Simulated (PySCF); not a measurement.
AlCl3, charge +1, doublet, at a GFN2-xTB geometry (such geometries of metal compounds can be far from the true shape) (a state made from the parent by changing its charge; the spin is typed, not shown lowest); BLYP/STO-3G in PySCF.

PySCF was given this input:
```python
from pyscf import gto, scf, dft

mol = gto.M(
    atom='''
Al    0.006464   -0.007020   -0.018113
Cl   -1.723626   -1.067062   -0.195647
Cl    0.099854    1.910353   -0.698832
Cl    1.618829   -0.837923    0.908330
''',
    basis='sto-3g',
    charge=1,
    spin=1,
    verbose=4,
)

mf = dft.UKS(mol)
mf.xc = 'blyp'
mf.diis = False
mf.max_cycle = 100
mf.kernel()
mf.analyze()
```

It wrote (shortened):

```
PySCF version 2.14.0

[INPUT] verbose = 4
[INPUT] num. atoms = 4
[INPUT] num. electrons = 63
[INPUT] charge = 1
[INPUT] spin (= nelec alpha-beta = 2S) = 1
[INPUT] symmetry False subgroup None
[INPUT] Mole.unit = angstrom
[INPUT] Symbol           X                Y                Z      unit          X                Y                Z       unit  Magmom
[...]
nuclear repulsion = 302.318346638389
number of shells = 20
number of NR pGTOs = 108
number of NR cGTOs = 36
basis = sto-3g
ecp = {}

******** <class 'pyscf.dft.uks.UKS'> ********
method = UKS
initial guess = minao
damping factor = 0
level_shift factor = 0
DIIS disabled
SCF conv_tol = 1e-09
SCF conv_tol_grad = None
SCF max_cycles = 100
direct_scf = True
direct_scf_tol = 1e-13
number electrons alpha = 32  beta = 31
XC library pyscf.dft.libxc version 7.1.2
    S. Lehtola, C. Steigemann, M. J. T. Oliveira, and M. A. L. Marques,  SoftwareX 7, 1–5 (2018)
XC functionals = blyp
    A. D. Becke,  Phys. Rev. A 38, 3098 (1988)
    C. Lee, W. Yang, and R. G. Parr,  Phys. Rev. B 37, 785 (1988)
    B. Miehlich, A. Savin, H. Stoll, and H. Preuss,  Chem. Phys. Lett. 157, 200 (1989)
radial grids:
    Treutler-Ahlrichs [JCP 102, 346 (1995); DOI:10.1063/1.469408] (M4) radial grids

becke partition: Becke, JCP 88, 2547 (1988); DOI:10.1063/1.454033
pruning grids: <function nwchem_prune>
grids dens level: 3
symmetrized grids: False
atomic radii adjust function: <function treutler_atomic_radii_adjust>
small_rho_cutoff = 0
Set gradient conv threshold to 3.16228e-05
tot grids = 75824
init E= -1604.46609998112

cycle= 1 E= -1604.6638171406  delta_E= -0.198  |g|= 0.36  |ddm|= 1.95
cycle= 2 E= -1604.55443505777  delta_E= 0.109  |g|= 0.529  |ddm|= 1.79
cycle= 3 E= -1604.58669642619  delta_E= -0.0323  |g|= 0.468  |ddm|= 1.99
cycle= 4 E= -1604.3821350445  delta_E= 0.205  |g|= 0.703  |ddm|= 2.28
cycle= 5 E= -1604.48170734669  delta_E= -0.0996  |g|= 0.58  |ddm|= 2.49
cycle= 6 E= -1603.81286926893  delta_E= 0.669  |g|= 1.08  |ddm|= 3.12
cycle= 7 E= -1604.2621846598  delta_E= -0.449  |g|= 0.683  |ddm|= 3.41
cycle= 8 E= -1600.95698592994  delta_E= 3.31  |g|= 1.99  |ddm|=  4.7
cycle= 9 E= -1603.72275480946  delta_E= -2.77  |g|= 0.945  |ddm|= 5.05

cycle= 10 E= -1599.5674820336  delta_E= 4.16  |g|= 2.03  |ddm|= 5.68

cycle= 11 E= -1602.78711574006  delta_E= -3.22  |g|= 1.14  |ddm|= 5.99

cycle= 12 E= -1599.1352773006  delta_E= 3.65  |g|=  1.9  |ddm|= 6.22

cycle= 13 E= -1602.31655335049  delta_E= -3.18  |g|= 1.04  |ddm|= 6.38

cycle= 14 E= -1599.06835991104  delta_E= 3.25  |g|= 1.83  |ddm|= 6.43

cycle= 15 E= -1602.20140322823  delta_E= -3.13  |g|= 0.972  |ddm|= 6.46

cycle= 16 E= -1599.0643150396  delta_E= 3.14  |g|=  1.8  |ddm|= 6.45

cycle= 17 E= -1602.16814525996  delta_E= -3.1  |g|= 0.938  |ddm|= 6.46

cycle= 18 E= -1599.06381052447  delta_E=  3.1  |g|= 1.79  |ddm|= 6.45

cycle= 19 E= -1602.1510295049  delta_E= -3.09  |g|= 0.917  |ddm|= 6.45

cycle= 20 E= -1599.06310263599  delta_E= 3.09  |g|= 1.77  |ddm|= 6.44

cycle= 21 E= -1602.13858589899  delta_E= -3.08  |g|= 0.903  |ddm|= 6.44

cycle= 22 E= -1599.06338243404  delta_E= 3.08  |g|= 1.76  |ddm|= 6.43

cycle= 23 E= -1602.1283920918  delta_E= -3.07  |g|= 0.893  |ddm|= 6.43

cycle= 24 E= -1599.06493501874  delta_E= 3.06  |g|= 1.75  |ddm|= 6.42

cycle= 25 E= -1602.1196797351  delta_E= -3.05  |g|= 0.886  |ddm|= 6.42

cycle= 26 E= -1599.06757193467  delta_E= 3.05  |g|= 1.75  |ddm|= 6.41

cycle= 27 E= -1602.11210999141  delta_E= -3.04  |g|= 0.881  |ddm|= 6.41

cycle= 28 E= -1599.07098228223  delta_E= 3.04  |g|= 1.74  |ddm|= 6.41

cycle= 29 E= -1602.10550064523  delta_E= -3.03  |g|= 0.878  |ddm|= 6.41

cycle= 30 E= -1599.0748512442  delta_E= 3.03  |g|= 1.74  |ddm|=  6.4

cycle= 31 E= -1602.09973669365  delta_E= -3.02  |g|= 0.876  |ddm|=  6.4

cycle= 32 E= -1599.07890294961  delta_E= 3.02  |g|= 1.73  |ddm|=  6.4

cycle= 33 E= -1602.09473259271  delta_E= -3.02  |g|= 0.874  |ddm|=  6.4

cycle= 34 E= -1599.08291807427  delta_E= 3.01  |g|= 1.73  |ddm|=  6.4

cycle= 35 E= -1602.09041489912  delta_E= -3.01  |g|= 0.874  |ddm|=  6.4

cycle= 36 E= -1599.0867380671  delta_E=    3  |g|= 1.72  |ddm|= 6.39

cycle= 37 E= -1602.08671473173  delta_E=   -3  |g|= 0.873  |ddm|= 6.39

cycle= 38 E= -1599.09026067649  delta_E=    3  |g|= 1.72  |ddm|= 6.39

cycle= 39 E= -1602.0835652735  delta_E= -2.99  |g|= 0.873  |ddm|= 6.39

cycle= 40 E= -1599.09343058065  delta_E= 2.99  |g|= 1.72  |ddm|= 6.39

cycle= 41 E= -1602.08090172979  delta_E= -2.99  |g|= 0.873  |ddm|= 6.39

cycle= 42 E= -1599.09622829117  delta_E= 2.98  |g|= 1.72  |ddm|= 6.39

cycle= 43 E= -1602.07866226263  delta_E= -2.98  |g|= 0.873  |ddm|= 6.39

cycle= 44 E= -1599.09865950192  delta_E= 2.98  |g|= 1.72  |ddm|= 6.39

cycle= 45 E= -1602.07678908756  delta_E= -2.98  |g|= 0.873  |ddm|= 6.39

cycle= 46 E= -1599.10074604853  delta_E= 2.98  |g|= 1.72  |ddm|= 6.38

cycle= 47 E= -1602.07522934284  delta_E= -2.97  |g|= 0.873  |ddm|= 6.38

cycle= 48 E= -1599.10251887986  delta_E= 2.97  |g|= 1.71  |ddm|= 6.38

cycle= 49 E= -1602.07393559743  delta_E= -2.97  |g|= 0.873  |ddm|= 6.38

cycle= 50 E= -1599.10401297311  delta_E= 2.97  |g|= 1.71  |ddm|= 6.38

cycle= 51 E= -1602.07286600366  delta_E= -2.97  |g|= 0.874  |ddm|= 6.38

cycle= 52 E= -1599.10526389707  delta_E= 2.97  |g|= 1.71  |ddm|= 6.38

cycle= 53 E= -1602.07198416358  delta_E= -2.97  |g|= 0.874  |ddm|= 6.38

cycle= 54 E= -1599.10630565855  delta_E= 2.97  |g|= 1.71  |ddm|= 6.38

cycle= 55 E= -1602.07125879513  delta_E= -2.96  |g|= 0.874  |ddm|= 6.38

cycle= 56 E= -1599.10716948588  delta_E= 2.96  |g|= 1.71  |ddm|= 6.38

cycle= 57 E= -1602.07066327791  delta_E= -2.96  |g|= 0.874  |ddm|= 6.38

cycle= 58 E= -1599.10788325937  delta_E= 2.96  |g|= 1.71  |ddm|= 6.38

cycle= 59 E= -1602.07017514266  delta_E= -2.96  |g|= 0.874  |ddm|= 6.38

cycle= 60 E= -1599.10847136471  delta_E= 2.96  |g|= 1.71  |ddm|= 6.38

cycle= 61 E= -1602.06977555066  delta_E= -2.96  |g|= 0.874  |ddm|= 6.38

cycle= 62 E= -1599.10895480547  delta_E= 2.96  |g|= 1.71  |ddm|= 6.38

cycle= 63 E= -1602.06944879364  delta_E= -2.96  |g|= 0.874  |ddm|= 6.38

cycle= 64 E= -1599.10935146083  delta_E= 2.96  |g|= 1.71  |ddm|= 6.38

cycle= 65 E= -1602.06918183231  delta_E= -2.96  |g|= 0.874  |ddm|= 6.38

cycle= 66 E= -1599.10967641212  delta_E= 2.96  |g|= 1.71  |ddm|= 6.38

cycle= 67 E= -1602.06896388256  delta_E= -2.96  |g|= 0.874  |ddm|= 6.38

cycle= 68 E= -1599.10994229011  delta_E= 2.96  |g|= 1.71  |ddm|= 6.38

cycle= 69 E= -1602.06878605208  delta_E= -2.96  |g|= 0.874  |ddm|= 6.38

cycle= 70 E= -1599.1101596136  delta_E= 2.96  |g|= 1.71  |ddm|= 6.38

cycle= 71 E= -1602.06864102642  delta_E= -2.96  |g|= 0.874  |ddm|= 6.38

cycle= 72 E= -1599.11033710332  delta_E= 2.96  |g|= 1.71  |ddm|= 6.38

cycle= 73 E= -1602.06852280096  delta_E= -2.96  |g|= 0.874  |ddm|= 6.38

cycle= 74 E= -1599.11048196341  delta_E= 2.96  |g|= 1.71  |ddm|= 6.38

cycle= 75 E= -1602.06842645436  delta_E= -2.96  |g|= 0.874  |ddm|= 6.38

cycle= 76 E= -1599.11060012806  delta_E= 2.96  |g|= 1.71  |ddm|= 6.38

cycle= 77 E= -1602.0683479585  delta_E= -2.96  |g|= 0.874  |ddm|= 6.38

cycle= 78 E= -1599.11069647408  delta_E= 2.96  |g|= 1.71  |ddm|= 6.38

cycle= 79 E= -1602.06828401985  delta_E= -2.96  |g|= 0.874  |ddm|= 6.38

cycle= 80 E= -1599.11077500186  delta_E= 2.96  |g|= 1.71  |ddm|= 6.38

cycle= 81 E= -1602.0682319479  delta_E= -2.96  |g|= 0.874  |ddm|= 6.38

cycle= 82 E= -1599.11083898791  delta_E= 2.96  |g|= 1.71  |ddm|= 6.38

cycle= 83 E= -1602.06818954634  delta_E= -2.96  |g|= 0.874  |ddm|= 6.38

cycle= 84 E= -1599.11089111262  delta_E= 2.96  |g|= 1.71  |ddm|= 6.38

cycle= 85 E= -1602.06815502328  delta_E= -2.96  |g|= 0.874  |ddm|= 6.38

cycle= 86 E= -1599.1109335665  delta_E= 2.96  |g|= 1.71  |ddm|= 6.38

cycle= 87 E= -1602.06812691751  delta_E= -2.96  |g|= 0.874  |ddm|= 6.38

cycle= 88 E= -1599.11096813836  delta_E= 2.96  |g|= 1.71  |ddm|= 6.38

cycle= 89 E= -1602.06810403795  delta_E= -2.96  |g|= 0.874  |ddm|= 6.38

cycle= 90 E= -1599.11099628795  delta_E= 2.96  |g|= 1.71  |ddm|= 6.38

cycle= 91 E= -1602.06808541396  delta_E= -2.96  |g|= 0.874  |ddm|= 6.38

cycle= 92 E= -1599.11101920591  delta_E= 2.96  |g|= 1.71  |ddm|= 6.38

cycle= 93 E= -1602.06807025479  delta_E= -2.96  |g|= 0.874  |ddm|= 6.38

cycle= 94 E= -1599.11103786294  delta_E= 2.96  |g|= 1.71  |ddm|= 6.38

cycle= 95 E= -1602.06805791636  delta_E= -2.96  |g|= 0.874  |ddm|= 6.38

cycle= 96 E= -1599.1110530502  delta_E= 2.96  |g|= 1.71  |ddm|= 6.38

cycle= 97 E= -1602.06804787414  delta_E= -2.96  |g|= 0.874  |ddm|= 6.38

cycle= 98 E= -1599.11106541229  delta_E= 2.96  |g|= 1.71  |ddm|= 6.38

cycle= 99 E= -1602.06803970102  delta_E= -2.96  |g|= 0.874  |ddm|= 6.38

cycle= 100 E= -1599.11107547428  delta_E= 2.96  |g|= 1.71  |ddm|= 6.38
SCF not converged.
SCF energy = -1599.11107547428 after 100 cycles  <S^2> = 0.75019382  2S+1 = 2.0001938
**** SCF Summaries ****
Total Energy =                       -1599.111075474277868
Nuclear Repulsion Energy =             302.318346638389130
One-electron Energy =                -2810.868444803996681
Two-electron Energy =                  909.439022691329569
Two-electron Coulomb Energy =         1012.077372233440087
DFT Exchange-Correlation Energy =     -102.638349542110490
**** MO energy ****
                             alpha | beta                alpha | beta
[...]
To work with the spin densities directly, `use mulliken_meta_spin()` only printing them here.

 ** Mulliken spin pop alpha/beta on meta-lowdin orthogonal AOs **
 ** Mulliken Spin Density (per AO)  **
spin_pop of  0 Al 1s        0.00000
spin_pop of  0 Al 2s        0.00004
spin_pop of  0 Al 3s        0.00643
spin_pop of  0 Al 2px       0.00031
spin_pop of  0 Al 2py       0.00006
spin_pop of  0 Al 2pz       0.00002
spin_pop of  0 Al 3px       0.21515
spin_pop of  0 Al 3py       0.05017
spin_pop of  0 Al 3pz       0.01481
spin_pop of  1 Cl 1s        0.00000
spin_pop of  1 Cl 2s        0.00001
spin_pop of  1 Cl 3s        0.07108
spin_pop of  1 Cl 2px       0.00004
spin_pop of  1 Cl 2py       0.00001
spin_pop of  1 Cl 2pz      -0.00000
spin_pop of  1 Cl 3px       0.29580
spin_pop of  1 Cl 3py       0.10702
spin_pop of  1 Cl 3pz      -0.00394
spin_pop of  2 Cl 1s        0.00000
spin_pop of  2 Cl 2s        0.00001
spin_pop of  2 Cl 3s        0.00162
spin_pop of  2 Cl 2px       0.00006
spin_pop of  2 Cl 2py       0.00003
spin_pop of  2 Cl 2pz       0.00002
spin_pop of  2 Cl 3px       0.13232
spin_pop of  2 Cl 3py       0.05150
spin_pop of  2 Cl 3pz       0.05228
spin_pop of  3 Cl 1s        0.00000
spin_pop of  3 Cl 2s        0.00000
spin_pop of  3 Cl 3s        0.00170
spin_pop of  3 Cl 2px       0.00000
spin_pop of  3 Cl 2py       0.00000
spin_pop of  3 Cl 2pz       0.00000
spin_pop of  3 Cl 3px       0.00086
spin_pop of  3 Cl 3py       0.00183
spin_pop of  3 Cl 3pz       0.00075
 ** Mulliken Spin Density (per atom)  **
spin density of  0 Al =      0.28699
spin density of  1 Cl =      0.47002
spin density of  2 Cl =      0.23784
spin density of  3 Cl =      0.00515
 ** Mulliken pop alpha/beta on meta-lowdin orthogonal AOs **
 ** Mulliken pop       alpha | beta **
[...]
In total            32.00000 | 31.00000
 ** Mulliken atomic charges   ( Nelec_alpha | Nelec_beta ) **
charge of  0Al =     -2.40940  (     7.84820      7.56120 )
charge of  1Cl =      4.36810  (     6.55096      6.08094 )
charge of  2Cl =      0.01495  (     8.61144      8.37360 )
charge of  3Cl =     -0.97366  (     8.98940      8.98426 )

WARN: System has nonzero charge 1; the dipole moment is origin-dependent.
Location of origin: [0. 0. 0.]

Dipole moment(X, Y, Z, Debye): -47.28453, -17.25939, -9.82798
```

Convergence was not reached.
